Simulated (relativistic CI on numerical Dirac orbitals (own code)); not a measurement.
**d1 to d9 in one octahedral field**

Computed with a parametric ligand-field model without spin-orbit coupling, by exact diagonalisation: B = 690, C = 3250, 10Dq = 25100 cm⁻¹ (Oh; |10Dq|/B = 36.4) for every shell. Energies in cm⁻¹; the field energy is (0.6 n_e − 0.4 n_t2) × 10Dq of the ground term; g labels are left out.

```csv
Shell,Ground term,Electrons in e,Field energy,First spin-allowed bands,Lowest term of other spin
d1,2T2,0.000,-10040,2E 25100,
d2,3T1,0.017,-19663,"3T2 23568, 3T1 32386",1T2 10946
d3,4A2,0.000,-30120,"4T2 25100, 4T1 32513",2E 15043
d4,3T1,0.028,-39454,"3E 22204, 3T1 23049",5E 5698
d5,2T2,0.050,-48936,"2A2 21351, 2T1 21580",6A1 9301
d6,1A1,0.040,-59248,"1T1 22931, 1T2 32184",3T1 16024
d7,?,?,?,?,?
d8,3A2,2.000,-30120,"3T2 25100, 3T1 32513",1E 11908
d9,2E,3.000,-15060,2T2 25100,
```

Question: Fill in the row of d7.

Answer: Ground term: 2E; Electrons in e: 1.028; Field energy: -44477; First spin-allowed bands: 2T1 22755, 2T2 23521; Lowest term of other spin: 4T1 9793. Low spin: d4, d5, d6, d7; the other shells keep the spin of the free ion. Only d4 to d7 can choose; the field needed to pair spins is smallest for d6 and largest for d5, which loses most exchange energy. In the strong-field picture 10Dq must exceed about 6B + 5C = 20390 (d4), 7.5B + 5C = 21425 (d5), 2.5B + 4C = 14725 (d6) and 4B + 4C = 15760 (d7); mixing of terms shifts these bounds somewhat.
